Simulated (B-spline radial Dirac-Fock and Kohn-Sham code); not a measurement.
Elastic and transport cross sections of thulium for electrons

Model: relativistic (Dirac) partial waves in the static field of the Dirac-Fock atom with Furness-McCarthy exchange, without polarisation or absorption potentials. Program: an atomic code on a B-spline grid. σ_tr1 and σ_tr2 weight the cross section with 1 − P₁ and 1 − P₂ of cos θ; "backward" is the share scattered beyond 90°.

| energy (eV) | σ (a₀²) | σ_tr1 (a₀²) | σ_tr2 (a₀²) | σ/σ_tr1 | backward (%) |
| --- | --- | --- | --- | --- | --- |
| 1590 | 8.16 | 1.51 | 1.36 | 5.39 | 8.1 |
| 2000 | 7.23 | 1.17 | 1.13 | 6.19 | 6.7 |
| 2550 | 6.36 | 0.874 | 0.931 | 7.28 | 5.3 |
| 2860 | 5.98 | 0.757 | 0.844 | 7.90 | 4.8 |
| 2870 | 5.97 | 0.754 | 0.842 | 7.92 | 4.8 |
| 3000 | 5.83 | 0.713 | 0.810 | 8.18 | 4.6 |
| 4420 | 4.72 | 0.430 | 0.563 | 11.0 | 3.1 |
| 4490 | 4.68 | 0.421 | 0.554 | 11.1 | 3.1 |
| 4650 | 4.59 | 0.401 | 0.535 | 11.4 | 3.0 |
| 4710 | 4.56 | 0.394 | 0.528 | 11.6 | 3.0 |
| 5000 | ? | ? | ? | ? | ? |
| 5930 | 4.01 | 0.288 | 0.415 | 13.9 | 2.3 |

Question: Fill in the row for 5 keV.

Answer: σ = 4.41 a₀², σ_tr1 = 0.364 a₀², σ_tr2 = 0.497 a₀², σ/σ_tr1 = 12.1, backward 2.8 %. The ratio σ/σ_tr1 is roughly the number of elastic collisions that randomise the direction.

Values without a named source are computed, but for edge energies of neutral atoms, which are taken from tables.
